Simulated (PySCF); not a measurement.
Al(Me)(OH)(PH2) (CH₆AlOP), SMILES [CH3][Al]([PH2])[OH]. Coordinates come from a PBE-D3(BJ)/def2-SVP optimisation. The values are those of a single conformer.

### Question
Give the equilibrium geometry at PBE-D3(BJ)/def2-SVP (PySCF confirms it by a frequency run) as bond lengths and angles. (An estimate is asked for; the answer gives what the named calculation found.)

### Answer
One answer among several that fit: 
Atoms: Al1 C2 H3 H4 H5 O6 H7 P8 H9 H10. Bonds (Å): Al1–C2 1.955, Al1–O6 1.726, Al1–P8 2.357, C2–H3 1.111, C2–H4 1.109, C2–H5 1.110, O6–H7 0.970, P8–H9 1.443, P8–H10 1.443. Angles (°): C2–Al1–O6 116.2, C2–Al1–P8 123.1, O6–Al1–P8 120.6, Al1–C2–H3 110.7, Al1–C2–H4 111.1, Al1–C2–H5 111.8, H3–C2–H4 107.8, H3–C2–H5 106.8, H4–C2–H5 108.5, Al1–O6–H7 123.9, Al1–P8–H9 92.9, Al1–P8–H10 91.0, H9–P8–H10 93.2.
Charge 0, spin multiplicity 1.
